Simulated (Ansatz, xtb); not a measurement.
# C2H8NPSi2: which of two isomers lies lower

Structure I is `N[SiH2]C#C[SiH2]P`, a singlet and structure II is `C#C[SiH2]N[SiH2]P`, a singlet. Both are isolated molecules in the gas phase, relaxed with B3LYP-D3(BJ)/def2-SVP, each in the lowest conformer that the search found.

Q: Estimate E(II) − E(I) at the level CCSD(T)/def2-SVP + ΔMP2/def2-TZVPP.

A: Calculated at CCSD(T)/def2-SVP + ΔMP2/def2-TZVPP: E(II) − E(I) = −0.187 eV, so structure II lies lower.

How the difference moves with the method:

| level | geometry | E(II) − E(I) (eV) | departure from the last row (eV) | job, with rough time for the two |
| --- | --- | --- | --- | --- |
| B3LYP-D3(BJ)/def2-SVP | B3LYP-D3(BJ)/def2-SVP | −0.173 | +0.014 | optimisation, 63 s |
| HF/def2-SVP | B3LYP-D3(BJ)/def2-SVP | −0.207 | −0.020 | part of the CCSD(T) run |
| MP2/def2-SVP | B3LYP-D3(BJ)/def2-SVP | −0.174 | +0.013 | part of the CCSD(T) run |
| CCSD(T)/def2-SVP | B3LYP-D3(BJ)/def2-SVP | −0.186 | +0.001 | single point |
| CCSD(T)/def2-SVP + ΔMP2/def2-TZVPP | B3LYP-D3(BJ)/def2-SVP | −0.187 |  | single point, 32 s |

As drawn, II has 1 N–Si, 1 C–H in place of 1 C–Si, 1 N–H.

The levels shown agree on the order. The largest departure from CCSD(T)/def2-SVP + ΔMP2/def2-TZVPP is that of HF/def2-SVP, 0.020 eV. A small imaginary or near-zero mode remains, so no thermal terms are given. Levels run at GFN2-xTB geometries aren't shown. The last row adds to CCSD(T) the change of the MP2 difference between the two basis sets, here −0.001 eV.

The correlated steps freeze 18 core orbitals. Programs: Ansatz 0.2.0, xtb 6.7.1; the last row on 4 threads of Arm Neoverse V2 on a shared host.
